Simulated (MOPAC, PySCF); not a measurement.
H3GaS, SMILES `[SH][GaH2]` (H–S–Ga–H torsion 180°), neutral singlet in the gas phase. 

Z-matrix (Å, degrees):
```
Ga
H 1 1.5587
H 1 1.5604 2 126.64
S 1 2.1992 2 115.25 3 179.99
H 4 1.3428 1 95.01 2 -179.99
```
Charge 0, spin multiplicity 1.

All levels are single points at this geometry (PBE0-D4/def2-TZVP); Pople sets use spherical d functions. Orbital energies aren't observables, and empty levels follow the basis.

```csv
level,HOMO (eV),LUMO (eV),gap (eV),dipole (D),"vertical IE, Delta-SCF (eV)"
PBE0-D4/def2-TZVP in PySCF,-7.73,-1.50,6.22,1.17,–
B3LYP/3-21G in PySCF,-7.52,-1.74,5.78,1.86,–
B3LYP/LANL2DZ in PySCF,-7.56,-1.78,5.78,1.89,–
M06-2X/6-31G* in PySCF,-8.79,-0.99,7.79,1.46,–
PBE/6-31G* in PySCF,-6.51,-2.26,4.25,1.24,–
HF/6-31G* in PySCF,-10.35,1.12,11.47,1.69,–
AM1 in MOPAC,-10.63,-1.90,8.73,1.77,–
PM3 in MOPAC,-10.52,-3.64,6.88,1.30,–
PM7 in MOPAC,-9.19,-0.41,8.78,3.11,–
```
